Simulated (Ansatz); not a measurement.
Basis sets compared for Ge₂O₄⁻. The state is a doublet with charge -1. Geometry PBE-D4/def2-SVPD. Ansatz on 4 threads of Arm Neoverse V1 on a shared host; times are rough, and most runs start from earlier orbitals.

```xyz
6

Ge    0.850   -0.888   -0.066
Ge   -0.661    1.350    0.178
O     0.310    0.361   -1.224
O     0.001   -0.124    1.307
O    -2.351    1.521    0.004
O     1.852   -2.220   -0.199
```

The structure comes from a short search, and lower isomers may exist.

```json
{"level": "PBE-D4/def2-SVPD", "functions": "168", "energy (Eh)": "-4453.3932", "HOMO (eV)": "-1.18", "LUMO (eV)": "-0.23", "wall time": "4.5 s"}
{"level": "PBE0-D4/def2-SVPD", "functions": "168", "energy (Eh)": "-4453.4512", "HOMO (eV)": "-2.40", "LUMO (eV)": "0.69", "wall time": "8 s"}
```

Task: Estimate the rows for PBE-D4/def2-TZVPD, PBE0-D4/def2-TZVPD.

Result: 
```tsv
level	functions	energy (Eh)	HOMO (eV)	LUMO (eV)	wall time
PBE-D4/def2-TZVPD	268	-4454.2649	-1.10	-0.16	8 s
PBE0-D4/def2-TZVPD	268	-4454.3248	-2.30	0.77	21 s
```
